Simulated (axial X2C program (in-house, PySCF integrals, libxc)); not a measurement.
SnP at several levels of theory

All values were computed with an axial X2C code built on PySCF integrals. Spin-free means the one-electron spin-free X2C Hamiltonian; two-component (2c) means X2C with spin–orbit coupling and atomic mean-field two-electron Coulomb and Gaunt terms, so the difference of the two also holds small scalar two-electron terms. Basis: Sn dyall-cv3z [11s12p9d4f1g], P dyall-v3z [8s7p2d1f] (cores contracted in-house); Gaussian nuclei, density fitting, unrestricted open shells. Masses: Sn 119.902 u, P 30.974 u.

Input:
```json
{
 "zs": [
  50,
  15
 ],
 "q": 0,
 "bas": [
  "dyall-cv3z",
  "dyall-v3z"
 ],
 "levels": [
  "PBE0",
  "HF",
  "BP86",
  "PBEsol",
  "r2SCAN"
 ],
 "cc": true,
 "r0": 2.32,
 "thr": -2.0,
 "nmax": 140
}
```
```bash
python so2c.py task.json out
```

Keys: zs atomic numbers; q charge; bas basis sets; levels methods; cc coupled cluster on or off; r0 starting distance in Å; thr threshold in hartree for freezing inner shells (an s shell follows its p shell); nmax most natural virtual spinors. HF also brings MP2.

State, spin-free: M_S = 1/2, Λ = 1 (beyond evenly filled blocks: π+α, π+β, π-α); electrons by block: σα: 15, σβ: 15, π+α: 7, π+β: 7, π-α: 7, π-β: 6, δ+α: 2, δ+β: 2, δ-α: 2, δ-β: 2. Fragments: Sn + P.

State, 2c: Ω = 3/2 (⟨Sz⟩ = 0.50, ⟨Lz⟩ = 1.00 at HF); electrons by block: 1/2: 22, -1/2: 22, 3/2: 9, -3/2: 8, 5/2: 2, -5/2: 2. Fragments: Sn + P.

| Hamiltonian | level | Re (Å) | ωe (cm⁻¹) | De (eV) | k (mdyn/Å) | μ (D) |
| --- | --- | --- | --- | --- | --- | --- |
| spin-free | PBE0 | 2.341 | 416.7 | 2.77 | 2.52 | -2.24 |
| spin-free | HF | 2.463 | 298.0 | 0.815 | 1.29 | -1.63 |
| spin-free | CCSD | 2.332 | 403.6 | 2.27 | 2.36 | n/a |
| spin-free | CCSD(T) | 2.333 | 416.5 | 2.50 | 2.52 | n/a |
| spin-free | BP86 | 2.374 | 391.3 | 3.15 | 2.22 | -2.06 |
| spin-free | PBEsol | 2.354 | 403.1 | 3.33 | 2.36 | -1.99 |
| spin-free | r2SCAN | 2.354 | 404.0 | 2.69 | 2.37 | -2.09 |
| 2c | HF | 2.472 | 296.1 | n/a | 1.27 | -1.59 |
| 2c | CCSD | 2.339 | 391.3 | n/a | 2.22 | n/a |
| 2c | CCSD(T) | 2.338 | 406.9 | n/a | 2.4 | n/a |

Correlated methods: 19 electrons correlated (number of frozen shells: Sn 4 s, 3 p, 1 d; P 2 s, 1 p), 229 virtual spin orbitals or spinors in MP2, 140 natural virtuals in coupled cluster.

Dipoles are positive if P is the positive end.

One determinant describes the state; a PBE0 search over occupations chose it and may have missed a lower one. Dissociation energies refer to the lowest single-determinant-based atoms at the same level and basis. De is not given where an atomic determinant may have missed its ground term or J level, or where the truncated virtual space spoils (T). Coupled cluster ran in a truncated set of natural virtual spinors; the MP2 energy of the rest was added. (T) has no such correction and the atoms are truncated less, which lowers De at CCSD(T) by a hundredth of an eV or more. Other states lie close and PBE0, whose exact exchange favours high spin, may order them wrongly; the determinant shown need not be the ground state. The nearest other spin-free determinant of the search, M_S = 1/2, Λ = 0, lies 0.30 eV up at the distance of the search. Without a current term, density functionals place determinants with orbital angular momentum somewhat too high. At some level and bond length an empty orbital lies below a filled one. The determinant is spin-polarised beyond a pure state at some levels (its spin-free form has ⟨S²⟩ too high), which makes Re and μ there less reliable. The T1 diagnostic is large, a sign of multireference character. The stretched end of a curve changes character and is left out.

No reliable constants came from BP86 (2c), MP2 (2c), MP2 (spin-free), PBE0 (2c), PBEsol (2c), r2SCAN (2c): no minimum in range, unconverged points, a curve that is not smooth, a change of character along it, or the two Hamiltonians disagreeing along it.

Rough cost a point (2c) on 2 thread(s) of a shared host, integrals apart: HF 1.1 s, CCSD(T) 110 s.

The whole task took 32 min on 2 threads of Intel(R) Xeon(R) Processor @ 2.70GHz, on a shared host.
